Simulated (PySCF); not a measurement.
An unknown is described by computed data only.

Formula: CH10OSi3.

| Property | Result |
| --- | --- |
| 1H NMR | chemical shifts (computed TMS as zero) by class: 5.25 (2 H), 3.74 (3 H), 3.52 (2 H), 3.32 (3 H) ppm [GIAO PBE0/pcSseg-1] |
| Rotational structure | rotational constants A, B, C: 8.013, 0.848, 0.800 GHz [GFN2-xTB] |
| UV, strongest line | among the 6 lowest singlet transitions: S6 at 7.25 eV (171 nm, f = 0.202) [TDDFT PBE0/def2-SVPD] |
| Polarisability | 104.9 au [PBE0/def2-SVPD] |
| 13C NMR | chemical shifts (computed TMS as zero) by class: 56.4 (1 C) ppm [GIAO PBE0/pcSseg-1] |
| Triplet | lowest triplet excitation (Tamm–Dancoff): 5.65 eV [TDA PBE0/def2-SVPD] |

The electronic properties come from PySCF, for the isolated species, density fitting. Levels stand in brackets. One conformer (not necessarily the lowest) at the GFN2-xTB geometry, without solvent, vibrations or thermal averaging. Each NMR value is the plain mean over a class of atoms that symmetry, rotation or inversion makes alike.

Question: What is the compound? Reason from the data.

Answer: Numbering: `[CH3:1][O:2][SiH2:3][SiH2:4][SiH3:5]`. Its formula, CH10OSi3, gives 0 degrees of unsaturation, so no ring and no π bond. The one carbon: methoxy carbon [C1] (56.4 ppm). Hydrogen classes from least to most shielded: 2 H on an oxygen-bound silicon, Si3 (5.25 ppm), 3 H on a methoxy carbon, C1 (3.74 ppm), 2 H on an SiH2 silicon, Si4 (3.52 ppm), 3 H on an SiH3 silicon, Si5 (3.32 ppm). The optimised geometry has point group C1 and is an asymmetric top. Structure: `CO[SiH2][SiH2][SiH3]`. Computed isomers that give other values at the same levels: `C[Si@@H]([SiH3])O[SiH3]` (13C chemical shifts (computed TMS as zero) by class: 3.4 (1 C) ppm); `O[Si@H]([SiH3])C[SiH3]` (13C chemical shifts (computed TMS as zero) by class: 0.6 (1 C) ppm); `C[SiH2][Si@H](O)[SiH3]` (13C chemical shifts (computed TMS as zero) by class: -10.4 (1 C) ppm). The assignments are read from this structure; whether some other isomer fits the data as well wasn't checked.

Conformer computed: `[CH3:1][O:2][SiH2:3][SiH2:4][SiH3:5]`: C1–O2–Si3–Si4 -179°, O2–Si3–Si4–Si5 -159°.
